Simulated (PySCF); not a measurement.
Isomers of C2H6OSi. All species are isolated molecules in the gas phase. One relaxed conformer stands for each flexible species; it need not be the lowest. Strings in code marks are SMILES.

Calculation: B3LYP-D3(BJ)/def2-TZVP run with PySCF. All candidates: neutral, multiplicity 1. B3LYP has the VWN-RPA correlation part, as in Gaussian. Excitations are Tamm–Dancoff values on a coarser integration grid. The basis has no diffuse functions, so Rydberg states are missing or too high.

```json
{
 "S1 excitation (TDA)": "5.72 eV",
 "HOMO": "-7.09 eV",
 "HOMO–LUMO gap": "6.76 eV"
}
```

Which member has these values?
A. `C1C[SiH2]O1`
B. `C=CO[SiH3]` (C–C–O–Si torsion 180°)
C. `C1OC[SiH2]1`
D. `C=C(O)[SiH3]` (Si–C–O–H torsion 0°)

C, `C1OC[SiH2]1`. The others give `C1C[SiH2]O1`: 6.12 eV, -7.65 eV, 7.30 eV; `C=CO[SiH3]` (C–C–O–Si torsion 180°): 5.72 eV, -6.74 eV, 6.66 eV; `C=C(O)[SiH3]` (Si–C–O–H torsion 0°): 5.44 eV, -6.70 eV, 6.46 eV
